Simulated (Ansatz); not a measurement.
Stepwise reaction of `BOC` with hydrogen sulfide, as a gas-phase model of exchange steps in deposition or etching. ΔE in kJ/mol.

Calculated with Ansatz (gas phase, PBE0-D4/def2-TZVP geometries, no zero-point term in ΔE). CCSD(T)/CBS adds triple-zeta CCSD(T) − MP2 to the extrapolated MP2 energy (def2 sets, frozen cores). This one scheme is used for every species. DFT in def2-TZVPP. B3LYP here is the variant with VWN-RPA as its local correlation; programs differ in this. Each species was taken in one conformer, which may not be the lowest.

```
step                       reaction  PBE-D4  B3LYP-D4  ωB97M-V  CCSD(T)/CBS
   2  `COBS` + H₂S → `COB(S)S` + H₂   -47.4     -39.5    -39.2        -41.3
```

Task: Give the row of step 1, `BOC` + H₂S → `COBS` + H₂. (Estimate.)

Result: The calculation gave: 
```csv
step,reaction,PBE-D4,B3LYP-D4,ωB97M-V,CCSD(T)/CBS
1,`BOC` + H₂S → `COBS` + H₂,-62.3,-53.3,-52.9,-53.6
```

Task: By hand: ΔE of the 2 steps together at CCSD(T)/CBS.

Result: (-53.6) + (-41.3) = -94.9 kJ/mol, or -47.5 kJ/mol a step.

In ΔE each step is higher than the one before. All are downhill at CCSD(T)/CBS. PBE-D4 differs from CCSD(T)/CBS by -8.7 to -6.1 kJ/mol a step. Isolated molecules leave out the surface, adducts and barriers. Largest T1 diagnostic: 0.014.
